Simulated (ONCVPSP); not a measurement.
# Scattering properties, ONCV potential for tantalum (Ta)

ONCVPSP 4.0.1 input, shortened (lines: element, Z, core and valence counts, functional; n l f; lmax; l rc ep ncon nbas qcut; lloc lpopt rc5 dvloc0; l nproj debl; icmod fcfact rcfact), LDA (Perdew-Wang 92), fully relativistic:

```
  Ta 73.00   10    4  -001012      upf
    1    0    2.00
    2    0    2.00
    2    1    6.00
    3    0    2.00
    3    1    6.00
    3    2   10.00
    4    0    2.00
    4    1    6.00
    4    2   10.00
    4    3   14.00
    5    0    2.00
    5    1    6.00
    5    2    3.00
    6    0    2.00
    2
    0    1.50    0.00    4    7    7.80
    1    1.85    0.00    3    6    7.00
    2    2.30    0.00    4    8    7.10
    4    5    1.25    0.00
    0    2    1.50
    1    3    3.80
    2    2    0.60
    1    0.55    0.00
```

Open shells are filled in proportion to 2j + 1.

The phase is arctan(r·R′/R) of the radial function R(r), unwrapped; energies in Ha, scanned from -4 to 5 Ha. A pole is an energy at which the radial function vanishes at the test radius. The pseudo phase is shifted by a multiple of π to meet the all-electron one at the reference energy, and phase errors are pseudo minus all-electron; the curves can meet again beyond the range given. Levels narrower than the energy grid can be missing from the lists of poles.

Task: For each channel, where are the poles, and over which energies does the pseudopotential scatter like the atom?

Result:

```json
{"channel": "s", "radius (bohr)": "1.52", "reference energy (Ha)": "-0.21", "poles, all-electron": "-1.58", "poles, pseudo": "-1.58", "unbroken range about the reference energy with phases within 0.05 rad": "the whole range", "phase error 1 Ha above the reference energy (rad)": "-0.000"}
{"channel": "p3/2", "radius (bohr)": "1.88", "reference energy (Ha)": "-1.36", "poles, all-electron": "-0.74", "poles, pseudo": "-0.74", "unbroken range about the reference energy with phases within 0.05 rad": "the whole range", "phase error 1 Ha above the reference energy (rad)": "-0.000"}
{"channel": "p1/2", "radius (bohr)": "1.88", "reference energy (Ha)": "-1.69", "poles, all-electron": "-1.24", "poles, pseudo": "-1.24", "unbroken range about the reference energy with phases within 0.05 rad": "the whole range", "phase error 1 Ha above the reference energy (rad)": "-0.000"}
{"channel": "d5/2", "radius (bohr)": "2.34", "reference energy (Ha)": "-0.13", "poles, all-electron": "0.47, 4.81", "poles, pseudo": "0.47, 4.75", "unbroken range about the reference energy with phases within 0.05 rad": "the whole range", "phase error 1 Ha above the reference energy (rad)": "-0.000"}
{"channel": "d3/2", "radius (bohr)": "2.34", "reference energy (Ha)": "-0.15", "poles, all-electron": "0.40, 4.70", "poles, pseudo": "0.40, 4.66", "unbroken range about the reference energy with phases within 0.05 rad": "the whole range", "phase error 1 Ha above the reference energy (rad)": "-0.000"}
```

Phases in the p1/2 channel:

| E (Ha) | all-electron | pseudo |
| --- | --- | --- |
| -3.98 | 1.265 | 1.265 |
| -3.74 | 1.241 | 1.241 |
| -3.50 | 1.210 | 1.210 |
| -3.26 | 1.168 | 1.168 |
| -3.02 | 1.106 | 1.106 |
| -2.78 | 1.008 | 1.008 |
| -2.54 | 0.824 | 0.824 |
| -2.30 | 0.396 | 0.396 |
| -2.06 | -0.491 | -0.491 |
| -1.82 | -1.132 | -1.132 |
| -1.58 | -1.398 | -1.398 |
| -1.34 | -1.532 | -1.532 |
| -1.10 | -1.617 | -1.617 |
| -0.86 | -1.679 | -1.679 |
| -0.62 | -1.732 | -1.732 |
| -0.38 | -1.782 | -1.782 |
| -0.14 | -1.835 | -1.835 |
| 0.10 | -1.893 | -1.893 |
| 0.34 | -1.964 | -1.964 |
| 0.58 | -2.055 | -2.056 |
| 0.82 | -2.184 | -2.184 |
| 1.06 | -2.375 | -2.375 |
| 1.30 | -2.670 | -2.670 |
| 1.54 | -3.089 | -3.089 |
| 1.78 | -3.538 | -3.537 |
| 2.02 | -3.880 | -3.880 |
| 2.26 | -4.103 | -4.103 |
| 2.50 | -4.248 | -4.247 |
| 2.74 | -4.346 | -4.346 |
| 2.98 | -4.417 | -4.417 |
| 3.22 | -4.470 | -4.470 |
| 3.46 | -4.511 | -4.511 |
| 3.70 | -4.545 | -4.545 |
| 3.94 | -4.573 | -4.573 |
| 4.18 | -4.597 | -4.597 |
| 4.42 | -4.617 | -4.617 |
| 4.66 | -4.635 | -4.635 |
| 4.90 | -4.651 | -4.651 |
